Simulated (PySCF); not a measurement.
System: H₃Ga, singlet: umbrella (inversion) coordinate, bond length relaxed. Scanned: angle between the Ga-H bonds and the threefold axis (90 = planar). Other coordinates (Ga-H bond length) were minimised at B3LYP/def2-TZVP.

The free coordinates were minimised at B3LYP/def2-TZVP in PySCF; the energy column is CCSD(T) on RHF/cc-pVTZ, 9 core orbitals frozen (PySCF), in kcal/mol.

```csv
a / °,Ga-H bond length / Å,E
90,1.570,0.0
93,1.570,0.4
96,1.571,1.7
99,1.573,3.9
102,1.576,6.9
105,1.579,10.7
108,1.582,15.5
111,1.587,21.1
114,1.592,27.7
117,1.598,35.1
120,1.604,43.6
123,1.611,53.0
126,1.619,63.3
129,1.628,74.6
132,1.637,87.0
```
